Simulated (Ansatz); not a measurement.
Species: H$_{9}$BSi$_{3}$, SMILES `[SiH3]B([SiH3])[SiH3]` (charge 0, multiplicity 1), formula H₉BSi₃.

### Question
How many basis functions does frozen-core CCSD(T)/cc-pVTZ // PBE0-D3(BJ)/def2-TZVP run with Ansatz (a quantum-chemistry and plane-wave program) use, how many core orbitals are frozen, and how many electrons are correlated?

### Answer
258 basis functions and 16 frozen orbitals, which leaves 24 correlated electrons. Core time is of the order of minutes.
